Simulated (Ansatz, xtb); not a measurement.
## ClH2NOSi: 4 structures ranked

4 gas-phase structures of ClH2NOSi, found in a search over its isomers (lower ones may exist). Each was relaxed with GFN2-xTB:

A. `[H]/N=[Si](\O)Cl`, a singlet
B. `O/N=[SiH]/Cl`, a singlet
C. `N[Si](=O)Cl`, a singlet
D. a singlet given by its coordinates

D (Å):

```json
{"atom": "Cl", "x (Å)": "-0.9051", "y (Å)": "1.1518", "z (Å)": "2.9901"}
{"atom": "N", "x (Å)": "-2.4304", "y (Å)": "2.0926", "z (Å)": "0.2430"}
{"atom": "O", "x (Å)": "-3.0843", "y (Å)": "0.8678", "z (Å)": "0.8190"}
{"atom": "Si", "x (Å)": "-1.4774", "y (Å)": "0.9402", "z (Å)": "1.0928"}
{"atom": "H", "x (Å)": "-0.6348", "y (Å)": "0.1719", "z (Å)": "0.2247"}
{"atom": "H", "x (Å)": "-2.8230", "y (Å)": "2.8881", "z (Å)": "0.7376"}
```

Close contacts (Å): Cl1–Si4 1.99, N2–O3 1.50, N2–Si4 1.72, O3–Si4 1.63, N2–H6 1.02, Si4–H5 1.43.

Task: Which do you expect lowest at r2SCAN-D4/def2-SVP, and how would the others follow?

Result: Calculated order at r2SCAN-D4/def2-SVP: C (0.0), A (19.1), D (67.9), B (95.2) kcal/mol.

Energies above the lowest of each column, in kcal/mol; the last columns are at B3LYP-D3(BJ)/def2-SVP geometries and were run for some of them only (a dash: not run or not comparable):

```tsv
structure	GFN2-xTB	HF/STO-3G	r2SCAN-D4/def2-SVP	B3LYP-D3(BJ)/def2-SVP	CCSD(T)/def2-TZVP
C	0.0	0.0	0.0	0.0	0.0
A	23.5	24.2	19.1	18.7	18.8
D	67.5	13.9	67.9	64.9	65.3
B	78.0	47.7	95.2	–	–
```

Every level run on C puts it lowest or level with the lowest. Some further structures that were screened fall inside this span and aren't listed. Flexible structures stand in one conformer each, not always the lowest. Frequencies (B3LYP-D3(BJ)/def2-SVP) were run for A, C, D alone.

Over these structures GFN2-xTB departs from r2SCAN-D4/def2-SVP by 7.0 kcal/mol on average once a common shift is removed. A GFN2-xTB relaxation took about 0.42 s and the r2SCAN-D4/def2-SVP energy about 4.1 s on a shared host (Ansatz 0.2.0, xtb 6.7.1).
